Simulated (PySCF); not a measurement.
# Ionisation energy along the 17-electron series

Calculated with PySCF 2.14 and a two-component X2C-1e Hamiltonian (Gaussian nucleus, no Breit or QED terms), each ion in its own even-tempered basis scaled to its charge; GMP2 freezes 1s2 and drops the highest virtual spinors. Values in eV. NIST values: (m) measured, (s) semi-empirical, (t) theoretical.

| ion | configuration | GHF (spin-free) | GMP2 (spin-free) | GHF (screened spin-orbit) | GMP2 (screened spin-orbit) | NIST |
| --- | --- | --- | --- | --- | --- | --- |
| Re⁵⁸⁺ | [Ne] 3s2 3p5 | 6152.1 | 6153.3 | 6045.5 | 6046.7 | 6042 ± 6 (t) |
| Os⁵⁹⁺ | [Ne] 3s2 3p5 | 6357.1 | 6358.3 | 6243.8 | 6244.9 | 6240 ± 7 (t) |
| Ir⁶⁰⁺ | [Ne] 3s2 3p5 | 6565.8 | 6567.0 | 6445.4 | 6446.6 | 6441 ± 10 (t) |

Between Z = 75 and Z = 77 the GMP2 (screened spin-orbit) value grows as Z to the power 2.43.
